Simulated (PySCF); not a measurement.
C2H14N2O2Si3, SMILES CN(C)[SiH2]O[SiH2]O[SiH2]N.

Geometry: PBE0-D3(BJ)/def2-SVP. This is a generated structure with no PubChem entry under its InChIKey; it may be hypothetical. One conformer was computed; it need not be the lowest.

Computed with TDA-B3LYP/def2-SVP (PySCF 2.14.0).

Vertical excitations. The molecule is in vacuum.

```csv
state,energy (eV),λ (nm),f,main pairs
S1,6.27,198,0.029,HOMO→LUMO 91 %
S2,6.44,193,0.003,"HOMO→LUMO+1 64 %, HOMO→LUMO+2 30 %"
S3,6.76,183,0.014,"HOMO→LUMO+2 68 %, HOMO→LUMO+1 24 %"
S4,7.07,175,0.056,HOMO→LUMO+3 82 %
S5,7.15,173,0.049,"HOMO−1→LUMO 48 %, HOMO−1→LUMO+1 18 %, HOMO−1→LUMO+3 12 %, HOMO→LUMO+4 11 %"
S6,7.18,173,0.009,HOMO→LUMO+4 84 %
T1,5.99,207,0,HOMO→LUMO 76 %
T2,6.27,198,0,"HOMO→LUMO+1 62 %, HOMO→LUMO+2 29 %"
```
Triplets are in the Tamm–Dancoff approximation.
